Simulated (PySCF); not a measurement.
NMR data sheet: C3H9NO3Si

* Formula: C3H9NO3Si
* SMILES: CO[SiH](NC=O)OC
* Point group of the computed structure: C1
* Degrees of unsaturation: 1
* Carbon signals: 2
* Proton signals: 4

Atom-mapped SMILES (the numbers label the heavy atoms): `[CH3:1][O:2][SiH:3]([NH:4][CH:5]=[O:6])[O:7][CH3:8]`; H(Xn) means a hydrogen on atom n.

Calculated, not measured (PySCF 2.14.0 with density-fitted response routines): NMR shieldings at PBE0/pcSseg-1/GIAO, GFN2-xTB geometry. Relativity neglected, a single conformation, gas phase, one averaged value for each set of equivalent atoms.

δ = σ(ref) − σ, references computed at the same level: 1H (σref 31.72), 13C (σref 186.93), 29Si (σref 349.16) against TMS; NH3 for 15N (σref 267.73); H2O for 17O (σref 336.08).

| carbon | δC, type | δH (multiplicity) | HMBC from (2–3 bonds) | span of the C tensor (ppm) |
| --- | --- | --- | --- | --- |
| C1/C8 | 53.2, CH3 | 4.08 (s) | H(Si3) | 79 |
| C5 | 168.9, CH | 8.28 (s) | H(Si3) | 171 |

Other nuclei:
```tsv
atoms	nucleus	environment	δ (ppm)	σ (ppm)
H(Si3)	1H	hydrogen on a silicon bonded to N, 2 O	5.11	26.61
H(N4)	1H	hydrogen on an amide-type nitrogen	4.86	26.86
Si3	29Si	silicon bonded to N, 2 O, H	-52.1	401.3
N4	15N	amide-type nitrogen	149.8	117.9
O6	17O	amide-type carbonyl oxygen	425.8	-89.7
O2/O7	17O	oxygen bonded to C, Si	27.9	308.2
```

1. Carbon types of the structure: 1 × CH, 2 × CH3, leaving 2 H on heteroatoms.
2. δC 168.9: amide carbonyl carbon; lone-pair donation from the attached heteroatom keeps it upfield of a ketone carbonyl.
3. δC 53.2: methyl carbon bonded to O; the inductive effect lowers its shielding.
4. δH 5.11: hydrogen on a silicon bonded to N, 2 O.
5. δH 4.86: hydrogen on an amide-type nitrogen; exchangeable, gas-phase position.
6. δH 4.08: hydrogen on a methyl carbon bonded to O; its carbon carries O, an electronegative neighbour.

Exchangeable OH/NH protons stand at their gas-phase positions; hydrogen bonding in a real sample shifts them, mostly to higher δ. Shifts are as computed. Against solution values, carbons near 30 ppm lie about +3 ppm off and those near 130 ppm about +5 ppm. Of 1211 compounds with measured shifts, 218 miss one by over three times the rms of a fit or turn the order of signals round; such compounds aren't used in these exercises. Hydrogen bonding in solution shields acid and N–H amide carbonyl oxygens by tens of ppm. Hydrogen bonding in solution deshields acid and N–H amide carbonyl carbons by as much as 10 ppm beyond these values. Unscaled 17O shifts of doubly bonded oxygen tend to come out too high, by tens of ppm or more. Experimental scales use liquid or dissolved standards, which lie at an offset from isolated NH3 (liquid NH3: subtract about 20 ppm) and H2O (liquid H2O: subtract about 36 ppm). Multiplicities follow the n + 1 count of equivalent neighbours, as no J values were calculated; m marks all less simple cases, F and P coupling included.
